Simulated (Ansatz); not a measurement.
Cost and result for the atomization energy of CH8O2Si2, SMILES `CO[SiH](O)[SiH3]` (13 atoms, 12 bonds).

Cartesian coordinates in Å:
```
C -0.894 -1.275 1.729
O 0.038 -0.670 0.859
Si -0.367 0.438 -0.281
O -1.323 -0.181 -1.473
Si 1.686 1.210 -1.104
H -0.343 -1.776 2.527
H -1.563 -0.533 2.178
H -1.501 -2.017 1.202
H -1.226 1.488 0.328
H -0.928 -0.815 -2.074
H 2.386 0.113 -1.828
H 2.562 1.689 -0.001
H 1.471 2.330 -2.061
```

Total charge 0; spin multiplicity 1. The geometry is a stationary point of PBE0-D4/def2-TZVP. It is one conformer, not always the lowest. Program: Ansatz. All runs use 4 threads of a server CPU on a shared host. Times are those of one run each, without the atoms' runs, and a repeat can differ threefold. Electronic energies, without spin–orbit coupling; frozen cores. CCSD(T)/CBS adds CCSD(T) − MP2 in def2-TZVPP to the MP2 limit, and its time is that of the two runs behind it. T1 = 0.012. HSE06 is the plane-wave form, built on full-range PBE exchange.

CCSD(T)/CBS is a level of theory with its own doubt, some kJ/mol a heavy atom from the limit and from the frozen cores, so smaller differences don't rank the functionals.

```
                             level  functions  wall time
              revPBE-D4/def2-TZVPP        289      2.8 s
                BLYP-D4/def2-TZVPP        289        3 s
                PBE0-D4/def2-TZVPP        289      4.8 s
               BHLYP-D4/def2-TZVPP        289        5 s
               HSE06-D4/def2-TZVPP        289      5.5 s
r2SCAN-D4/def2-TZVPP (with forces)        289      7.5 s
                 B2PLYP/def2-TZVPP        289      8.5 s
                  CCSD(T)/def2-SVP        118      9.5 s
                 B97M-V/def2-TZVPP        289       15 s
  ωB97M-V/def2-TZVPP (with forces)        289       18 s
                    MP2/def2-QZVPP        551       38 s
                CCSD(T)/def2-TZVPP        289    5.9 min
                 CCSD(T)/CBS(def2)          –    6.5 min
```

What atomization energy does each give, and how far from CCSD(T)/CBS? (Estimate.)

The calculation gave: 
| level | atomization (kcal/mol) | difference from CCSD(T)/CBS | per bond |
| --- | --- | --- | --- |
| revPBE-D4/def2-TZVPP | 1077.1 | -22.8 | -1.9 |
| BLYP-D4/def2-TZVPP | 1089.9 | -10.0 | -0.8 |
| PBE0-D4/def2-TZVPP | 1085.4 | -14.5 | -1.2 |
| BHLYP-D4/def2-TZVPP | 1067.8 | -32.1 | -2.7 |
| HSE06-D4/def2-TZVPP | 1086.1 | -13.8 | -1.2 |
| r2SCAN-D4/def2-TZVPP (with forces) | 1096.2 | -3.7 | -0.3 |
| B2PLYP/def2-TZVPP | 1082.7 | -17.2 | -1.4 |
| CCSD(T)/def2-SVP | 1021.3 | -78.6 | -6.6 |
| B97M-V/def2-TZVPP | 1097.6 | -2.3 | -0.2 |
| ωB97M-V/def2-TZVPP (with forces) | 1097.8 | -2.1 | -0.2 |
| MP2/def2-QZVPP | 1098.5 | -1.4 | -0.1 |
| CCSD(T)/def2-TZVPP | 1069.8 | -30.1 | -2.5 |
| CCSD(T)/CBS(def2) | 1099.9 | 0.0 | 0.0 |

From BLYP to BHLYP (50 % exact exchange), in def2-TZVPP and without D4, the atomization energy moves by −16.4 kcal/mol: exact exchange takes away binding that semilocal exchange gives to molecules. At CCSD(T), def2-SVP lies −78.6 kcal/mol from the extrapolated value and def2-TZVPP −30.1 kcal/mol: correlation converges slowly with the basis, and small sets miss more of it in the bonded molecule than in its fragments. Leaving LDA and LC-ωPBE aside and taking each functional with its dispersion term where it has one, the values, not all of them listed here, spread over 33.7 kcal/mol, from BHLYP-D4 to ωB97X-V. LDA lies +144.1 kcal/mol from PBE without D4, its usual overbinding.
